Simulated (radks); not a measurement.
Question: The mean radii <r> (bohr) of the occupied orbitals of an atom or ion are listed with their occupations. Method: Dirac Kohn-Sham, LDA (Slater exchange, Perdew-Wang correlation), spin-unpolarised, spherical densities, point nucleus; computed with a radial shooting solver on a logarithmic mesh with Libxc functionals.

orbital  occ.      <r>
1s1/2       2  0.03432
2s1/2       2   0.1494
2p1/2       2   0.1272
2p3/2       4   0.1318
3s1/2       2   0.4160
3p1/2       2   0.4096
3p3/2       4   0.4203
3d3/2       4   0.3973
3d5/2       6   0.4008
4s1/2       2    1.057
4p1/2       2    1.151
4p3/2       4    1.182
4d3/2       4    1.667
4d5/2       1    1.686
5s1/2       1    3.015
5f5/2       1    29.15

Name the element and its charge. Open shells, if any, fill j = l - 1/2 first.

Answer: Z = 43, technetium, charge 0: Tc in [Kr] 4d5 5s1 5f1. The 1s radius gives Z: for a bare nucleus <r> = (2 gamma + 1)/(2Z) with gamma = sqrt(1 - (Z/c)^2), 0.03371 bohr for Z = 43, and screening makes it slightly larger (0.03432 here). The occupations add up to 43, and the charge is Z minus that.
